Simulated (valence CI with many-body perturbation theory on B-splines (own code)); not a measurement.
# E1 line list for Tb⁵²⁺

Calculated by relativistic CI+MBPT: three valence electrons over a frozen Dirac-Fock core [Ne], a basis of 11 s, 11 p, 10 d, 8 f, 5 g, 2 h functions for each j, with the one-electron correlation potential Σ1, the two-electron term Σ2, the three-electron term Σ3, Breit, model QED; selected CI, second order for the rest, scaled by the run's own slope (own B-spline code, finite nucleus).

No measured spectrum was set against this ion. As an estimate, large intervals hold to a few tenths of a per cent, small ones and those within an open d or f shell to about a per cent.

Lines 151 to 200 of 584 in falling wavelength, among levels below 19243 × 10³ cm⁻¹, chosen from the strongest by gf and those to the six lowest levels. Wavelengths and rates use the calculated energies. Electric multipoles are in the length gauge with retardation, E1 and E2 with the static RPA response of the core. Weak lines are less certain than strong ones. Lines between different terms over intervals too small for the method are left out, as are lines whose strength nearly cancels. Where a level lies close to another of its J and parity, the split of strength between their lines is uncertain. The highest levels of a list are the least certain.

Levels are named by their leading jj configuration (3d3/2^4 stands for four electrons in 3d with j = 3/2), which in mixed levels can hold well under half, so a name can repeat and another be missing. Letters in brackets count levels of one name in rising energy.

| λ vac (nm) | Upper | Lower | A (s⁻¹) | log gf | Branch % |
| --- | --- | --- | --- | --- | --- |
| 5.316 | (3p3/2 3d3/2 3d5/2) J=3/2 [b] | (3p3/2^2 3d3/2) J=1/2 | 9.33e+10 | -0.80 | 6.1 |
| 5.316 | (3d3/2^2 3d5/2) J=5/2 [b] | (3p3/2 3d3/2^2) J=3/2 [b] | 1.64e+11 | -0.38 | 11.2 |
| 5.312 | (3p1/2 3d3/2 3d5/2) J=7/2 [b] | (3p1/2 3p3/2 3d3/2) J=5/2 [b] | 1.55e+11 | -0.28 | 17.9 |
| 5.302 | (3p3/2 3d5/2^2) J=1/2 | (3p3/2^2 3d5/2) J=1/2 | 3.20e+11 | -0.57 | 29.0 |
| 5.301 | (3p1/2 3d3/2 3d5/2) J=1/2 | (3p1/2 3p3/2 3d3/2) J=1/2 [a] | 1.52e+11 | -0.89 | 60.4 |
| 5.297 | (3p1/2 3p3/2 3d5/2) J=3/2 [b] | (3p1/2 3p3/2^2) J=1/2 | 1.05e+11 | -0.75 | 12.9 |
| 5.293 | (3p1/2 3d3/2 3d5/2) J=3/2 [a] | (3p1/2 3p3/2 3d3/2) J=3/2 [a] | 9.79e+10 | -0.78 | 37.0 |
| 5.291 | (3p3/2 3d5/2^2) J=3/2 [a] | (3p3/2^2 3d5/2) J=5/2 [a] | 2.07e+11 | -0.46 | 23.9 |
| 5.290 | (3p3/2^2 3d5/2) J=3/2 | (3p3/2^3) J=3/2 | 2.97e+11 | -0.30 | 17.8 |
| 5.284 | (3p1/2 3d3/2 3d5/2) J=5/2 [a] | (3p1/2 3p3/2 3d3/2) J=5/2 [a] | 6.60e+10 | -0.78 | 27.7 |
| 5.282 | (3s 3p1/2 3d5/2) J=7/2 | (3s 3p1/2 3p3/2) J=5/2 | 9.80e+10 | -0.48 | 86.5 |
| 5.280 | (3s^2 3d5/2) J=5/2 | (3s^2 3p3/2) J=3/2 | 1.49e+11 | -0.43 | 100.0 |
| 5.279 | (3p3/2 3d3/2 3d5/2) J=5/2 [c] | (3p3/2^2 3d3/2) J=5/2 | 1.30e+11 | -0.49 | 9.0 |
| 5.277 | (3p1/2 3d3/2 3d5/2) J=3/2 [b] | (3p1/2 3p3/2 3d3/2) J=1/2 [b] | 7.96e+10 | -0.88 | 7.0 |
| 5.276 | (3d3/2 3d5/2^2) J=3/2 [a] | (3p3/2 3d3/2 3d5/2) J=5/2 [b] | 9.92e+10 | -0.78 | 9.7 |
| 5.274 | (3d3/2 3d5/2^2) J=3/2 [a] | (3p3/2 3d3/2 3d5/2) J=3/2 [a] | 1.44e+11 | -0.62 | 14.0 |
| 5.271 | (3p3/2 3d5/2^2) J=5/2 [b] | (3p3/2^2 3d5/2) J=5/2 [a] | 1.75e+11 | -0.36 | 17.0 |
| 5.269 | (3d3/2^2 3d5/2) J=3/2 | (3p3/2 3d3/2^2) J=3/2 [a] | 1.04e+11 | -0.76 | 6.8 |
| 5.267 | (3p1/2^2 3d5/2) J=5/2 | (3p1/2^2 3p3/2) J=3/2 | 7.73e+10 | -0.71 | 38.3 |
| 5.255 | (3p3/2 3d5/2^2) J=3/2 [b] | (3p3/2^2 3d5/2) J=5/2 [b] | 1.70e+11 | -0.55 | 13.9 |
| 5.251 | (3p3/2^2 3d5/2) J=5/2 [b] | (3p3/2^3) J=3/2 | 3.94e+11 | -0.01 | 24.3 |
| 5.251 | (3d3/2 3d5/2^2) J=3/2 [b] | (3p3/2 3d3/2 3d5/2) J=5/2 [d] | 1.62e+11 | -0.57 | 17.0 |
| 5.243 | (3p1/2 3p3/2 3d5/2) J=5/2 [b] | (3p1/2 3p3/2^2) J=3/2 | 3.03e+11 | -0.13 | 36.4 |
| 5.242 | (3s 3d5/2^2) J=5/2 | (3s 3p3/2 3d5/2) J=3/2 [a] | 3.90e+10 | -1.02 | 8.0 |
| 5.226 | (3s 3p3/2 3d5/2) J=5/2 [b] | (3s 3p3/2^2) J=3/2 | 3.29e+11 | -0.09 | 27.4 |
| 5.226 | (3p1/2 3p3/2 3d5/2) J=7/2 [b] | (3p1/2 3p3/2^2) J=5/2 | 2.08e+11 | -0.17 | 41.7 |
| 5.218 | (3p3/2 3d5/2^2) J=3/2 [b] | (3p3/2^2 3d5/2) J=3/2 | 4.06e+11 | -0.18 | 33.3 |
| 5.213 | (3d3/2 3d5/2^2) J=7/2 [a] | (3p3/2 3d3/2 3d5/2) J=7/2 [a] | 9.12e+10 | -0.53 | 9.6 |
| 5.206 | (3s 3d5/2^2) J=5/2 | (3s 3p3/2 3d5/2) J=7/2 [a] | 4.89e+10 | -0.92 | 10.1 |
| 5.205 | (3p3/2 3d5/2^2) J=5/2 [a] | (3p3/2^2 3d3/2) J=3/2 [b] | 6.51e+10 | -0.80 | 6.2 |
| 5.197 | (3p1/2 3d5/2^2) J=9/2 | (3p1/2 3p3/2 3d5/2) J=9/2 | 4.69e+10 | -0.72 | 20.5 |
| 5.195 | (3s 3p3/2 3d5/2) J=7/2 [a] | (3s 3p3/2^2) J=5/2 | 1.56e+11 | -0.30 | 48.8 |
| 5.185 | (3s 3p1/2 3d5/2) J=5/2 [a] | (3s 3p1/2 3p3/2) J=3/2 [a] | 1.57e+11 | -0.42 | 95.4 |
| 5.184 | (3p1/2 3d5/2^2) J=1/2 | (3p1/2 3p3/2 3d5/2) J=3/2 [b] | 2.65e+11 | -0.67 | 61.5 |
| 5.171 | (3s 3d3/2 3d5/2) J=5/2 [a] | (3s 3p3/2 3d3/2) J=3/2 [a] | 1.50e+11 | -0.44 | 14.8 |
| 5.159 | (3d3/2 3d5/2^2) J=1/2 | (3p3/2 3d3/2 3d5/2) J=1/2 [a] | 1.28e+11 | -0.99 | 11.9 |
| 5.157 | (3p1/2 3p3/2 3d5/2) J=5/2 [b] | (3p1/2 3p3/2^2) J=5/2 | 3.90e+10 | -1.03 | 4.7 |
| 5.153 | (3p1/2 3d5/2^2) J=5/2 | (3p1/2 3p3/2 3d5/2) J=5/2 [a] | 1.42e+11 | -0.47 | 46.7 |
| 5.149 | (3s 3p3/2 3d5/2) J=3/2 [b] | (3s 3p3/2^2) J=1/2 | 1.58e+11 | -0.60 | 13.8 |
| 5.145 | (3p3/2 3d3/2 3d5/2) J=5/2 [c] | (3p3/2^2 3d3/2) J=3/2 [a] | 1.02e+11 | -0.62 | 7.0 |
| 5.134 | (3p1/2 3d5/2^2) J=3/2 | (3p1/2 3p3/2 3d5/2) J=3/2 [a] | 1.00e+11 | -0.80 | 26.4 |
| 5.117 | (3p3/2 3d3/2 3d5/2) J=5/2 [d] | (3p3/2^2 3d3/2) J=7/2 | 5.24e+10 | -0.91 | 4.0 |
| 5.112 | (3p1/2 3d5/2^2) J=3/2 | (3s 3d3/2^2) J=3/2 | 5.85e+10 | -1.04 | 15.4 |
| 5.110 | (3s 3d3/2 3d5/2) J=3/2 [a] | (3s 3p3/2 3d3/2) J=1/2 [a] | 1.46e+11 | -0.64 | 15.5 |
| 5.103 | (3s 3d3/2 3d5/2) J=9/2 | (3s 3p3/2 3d3/2) J=7/2 | 2.20e+11 | -0.07 | 24.9 |
| 5.100 | (3p3/2 3d3/2 3d5/2) J=3/2 [b] | (3p3/2^2 3d3/2) J=3/2 [a] | 1.46e+11 | -0.64 | 9.5 |
| 5.098 | (3d3/2 3d5/2^2) J=11/2 | (3p3/2 3d3/2 3d5/2) J=11/2 | 4.74e+10 | -0.65 | 6.6 |
| 5.093 | (3p3/2 3d3/2 3d5/2) J=3/2 [c] | (3p3/2^2 3d3/2) J=1/2 | 1.86e+11 | -0.54 | 11.7 |
| 5.092 | (3p1/2 3d5/2^2) J=7/2 | (3p1/2 3p3/2 3d5/2) J=7/2 [a] | 5.16e+10 | -0.80 | 14.6 |
| 5.084 | (3d3/2 3d5/2^2) J=7/2 [b] | (3p3/2 3d3/2 3d5/2) J=7/2 [b] | 1.19e+11 | -0.43 | 13.3 |
